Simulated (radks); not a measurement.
Neutral thallium inside a hard spherical wall (all orbitals vanish at R), configuration held at [Hg] 6p1 and not refilled when levels cross. Calculated with a radial shooting solver on a logarithmic mesh with Libxc functionals: scalar-relativistic Kohn-Sham, PBEsol, spin-polarised, spherical densities, finite nucleus; open shells are filled with parallel spins first (spin-orbit coupling, left out, can overturn this in heavy ions); Fermi nuclear charge, rms radius 5.4759 fm. Eigenvalues in eV for spin up, with the zero of energy where the potential of the charges vanishes at infinity; a dash marks a level that is unbound or too diffuse for the functional's potential to be trusted. A positive occupied level is held by the wall or, in an anion where self-interaction has pushed it up, behind a barrier. The pressure on the wall is -dE/dV.

R (bohr)  E (hartree)  kinetic (hartree)    e(5p)    e(5d)   e(6s)   e(6p)  e(7s, empty)  e(6d, empty)  pressure (GPa)
free      -20235.2295          22774.699  -76.045  -15.474  -9.784  -2.630             -             -               0
20        -20235.2295          22774.699  -76.045  -15.474  -9.784  -2.630        -0.469         0.553        < 0.0001
15        -20235.2295          22774.699  -76.042  -15.471  -9.781  -2.628        -0.350         0.895        0.000161
8         -20235.2227          22774.738  -75.677  -15.114  -9.496  -2.240         2.428         3.633           0.217
7         -20235.2128          22774.790  -75.372  -14.819  -9.259  -1.838         4.470         5.097           0.738
6         -20235.1854          22774.930  -74.769  -14.245  -8.763  -0.950         8.419         7.683            2.94
4         -20234.7538          22776.980  -70.101   -9.933  -3.796   7.167        36.745        24.584            97.4
3.5       -20234.2345          22779.293  -66.483   -6.574   0.918  14.161        57.584        36.703             296
2.5       -20229.4126          22798.928  -47.294   13.025  34.509  59.549        170.60        102.09            4390
2         -20217.8076          22842.412  -20.019   44.883  99.103  139.17        339.97        200.29           24400
1.5       -20169.7822          23004.541   58.142   141.04  310.21  378.68        797.83        467.24          200000
